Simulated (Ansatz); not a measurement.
`CN(C)c1cc2sc(-c3cc4sc(-c5cc6sc(-c7cc8sc(-c9cc%10sc(-c%11cc%12sc(C#N)cc%12s%11)cc%10s9)cc8s7)cc6s5)cc4s3)cc2s1`. Total charge 0; triplet. Geometry PBE-D4/def2-SVP, that of the neutral singlet.

```xyz
71

C    -2.421   10.987  -13.641
N    -3.370    9.949  -13.289
C    -4.337    9.513  -14.275
C    -3.058    9.132  -12.229
C    -2.004    9.260  -11.319
C    -2.054    8.234  -10.337
S    -1.085    7.820   -8.952
C    -2.116    6.427   -8.582
C    -1.829    5.581   -7.452
C    -2.284    4.280   -7.217
C    -1.809    3.775   -5.983
S    -1.986    2.273   -5.121
C    -0.938    2.848   -3.813
C    -0.661    1.989   -2.693
C    -1.001    0.644   -2.523
C    -0.552    0.144   -1.279
S    -0.639   -1.393   -0.467
C     0.260   -0.763    0.922
C     0.551   -1.608    2.051
C     1.086   -1.230    3.287
C     1.231   -2.337    4.154
S     1.806   -2.554    5.783
C     1.468   -4.291    5.717
C     1.741   -5.113    6.865
C     2.210   -4.720    8.122
C     2.346   -5.822    8.997
S     2.852   -6.024   10.649
C     2.586   -7.771   10.565
C     2.841   -8.607   11.711
C     2.621   -9.983   11.831
C     2.993  -10.460   13.110
S     2.975  -12.016   13.884
C     3.641  -11.316   15.366
C     3.887  -12.143   16.485
N     4.089  -12.839   17.413
C     3.863   -9.941   15.258
C     3.496   -9.465   13.980
S     3.512   -7.912   13.192
C     2.122   -8.166    9.306
C     1.988   -7.066    8.430
S     1.477   -6.863    6.776
C     0.939   -4.671    4.479
C     0.810   -3.569    3.605
S     0.237   -3.349    1.975
C     0.600    0.583    0.751
C     0.137    1.087   -0.485
S     0.217    2.629   -1.294
C    -0.485    4.149   -4.048
C    -0.980    4.666   -5.267
S    -0.811    6.172   -6.128
C    -3.155    6.297   -9.507
C    -3.108    7.313  -10.490
S    -4.080    7.719  -11.886
H    -1.455   10.577  -14.024
H    -2.197   11.621  -12.758
H    -2.863   11.638  -14.417
H    -4.642   10.376  -14.897
H    -3.952    8.709  -14.948
H    -5.249    9.130  -13.770
H    -1.246   10.048  -11.365
H    -2.907    3.729   -7.932
H    -1.541    0.064   -3.283
H     1.338   -0.192    3.539
H     2.431   -3.676    8.378
H     2.205  -10.599   11.025
H     4.272   -9.340   16.080
H     1.899   -9.209    9.048
H     0.658   -5.705    4.242
H     1.169    1.156    1.494
H     0.183    4.682   -3.358
H    -3.918    5.512   -9.440
```

Single mean-field runs in def2-SVP are fitted with def2-universal-jkfit. At PBE0-D4/def2-SVP a singlet of charge 0 lies 1.57 eV below the triplet at the same geometry.

(1) Estimate the α-spin orbital energies around the gap (eV) in Ansatz with PBE-D4/def2-SVP, PBE0-D4/def2-SVP.

Answers

(1) 
| orbital | PBE-D4/def2-SVP | PBE0-D4/def2-SVP |
| --- | --- | --- |
| HOMO−5 | -5.70 | -6.87 |
| HOMO−4 | -5.61 | -6.71 |
| HOMO−3 | -5.19 | -6.19 |
| HOMO−2 | -4.75 | -5.61 |
| HOMO−1 | -4.47 | -5.25 |
| HOMO | -3.11 | -3.57 |
| LUMO | -2.76 | -2.48 |
| LUMO+1 | -2.35 | -1.96 |
| LUMO+2 | -1.93 | -1.41 |
| LUMO+3 | -1.57 | -0.95 |
| LUMO+4 | -1.25 | -0.56 |
| LUMO+5 | -1.18 | -0.27 |
| β HOMO | -4.62 | -5.25 |
| β LUMO | -4.28 | -4.19 |
